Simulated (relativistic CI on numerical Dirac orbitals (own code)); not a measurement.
## d1 to d9 in one octahedral field

Computed with a parametric ligand-field model without spin-orbit coupling, by exact diagonalisation: B = 780, C = 3250, 10Dq = 15100 cm⁻¹ (Oh; |10Dq|/B = 19.4) for every shell. Energies in cm⁻¹; the field energy is (0.6 n_e − 0.4 n_t2) × 10Dq of the ground term; g labels are left out.

| Shell | Ground term | Electrons in e | Field energy | First spin-allowed bands | Lowest term of other spin |
| --- | --- | --- | --- | --- | --- |
| d1 | 2T2 | 0.000 | -6040 | 2E 15100 |  |
| d2 | 3T1 | 0.040 | -11483 | 3T2 13709, 3T1 24019 | 1T2 11637 |
| d3 | 4A2 | 0.000 | -18120 | 4T2 15100, 4T1 22317 | 2E 15342 |
| d4 | 5E | 1.000 | -9060 | 5T2 15100 | 3T1 4310 |
| d5 | 6A1 | 2.000 | 0 | none | 2T2 11092 |
| d6 | 1A1 | 0.071 | -35175 | 1T1 13290, 1T2 21940 | 5T2 2561 |
| d7 | 4T1 | 2.040 | -11483 | 4T2 13709, 4T1 24019 | 2E 505 |
| d8 | 3A2 | 2.000 | -18120 | 3T2 15100, 3T1 22317 | 1E 12506 |
| d9 | 2E | 3.000 | -9060 | 2T2 15100 |  |

Low spin: d6; the other shells keep the spin of the free ion. Only d4 to d7 can choose; the field needed to pair spins is smallest for d6 and largest for d5, which loses most exchange energy. In the strong-field picture 10Dq must exceed about 6B + 5C = 20930 (d4), 7.5B + 5C = 22100 (d5), 2.5B + 4C = 14950 (d6) and 4B + 4C = 16120 (d7); mixing of terms shifts these bounds somewhat.
